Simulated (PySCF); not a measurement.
**C₆ coefficients of unlike pairs at M06-2X**

Calculated with PySCF 2.14 from the dipole response of each species, C₆(A,B) = (3/π) ∫ α_A(iu) α_B(iu) du, in atomic units, from isotropic polarisabilities. For ions this is the dispersion term alone; charge-induced terms of lower order in 1/R come first.

| species | configuration | basis | relativity | α (bohr³) | C₆ (like pair) |
| --- | --- | --- | --- | --- | --- |
| Lu²⁺ | [Xe] 4f14 6s1 (2S) | x2c-TZVPPall with one added diffuse shell each of s, p, d type (12s8p8d2f2g) | spin-free X2C | 40.04 | 255.0 |
| N | [He] 2s2 2p3 (4S) | dyall-acv3z (15s9p4d2f) | spin-free X2C | 7.295 | 24.25 |
| Ir²⁺ | [Xe] 4f14 5d7 (4F) | aug-cc-pVTZ-PP with one added diffuse shell each of s, p, d, f, g type with ECP60MDF (7s7p6d4f3g) | core potential | 10.23 | 65.20 |
| Cr²⁺ | [Ar] 3d4 (5D) | x2c-QZVPPall with one added diffuse shell each of s, p, d, f, g type (12s8p6d4f3g) | spin-free X2C | 4.048 | 12.04 |

Problem. Estimate C₆ for Cr²⁺ with Ir²⁺.

Solution. The integral gives 27.86. The combination rule 2 C_A C_B / (C_A α_B/α_A + C_B α_A/α_B) gives 27.92 and the geometric mean 28.01.

No spin-orbit coupling is included.

The other pairs:

```csv
pair,C₆
"N, Lu²⁺",72.26
"Cr²⁺, Lu²⁺",46.47
"Cr²⁺, N",16.44
"Ir²⁺, N",39.13
"Ir²⁺, Lu²⁺",112.1
```
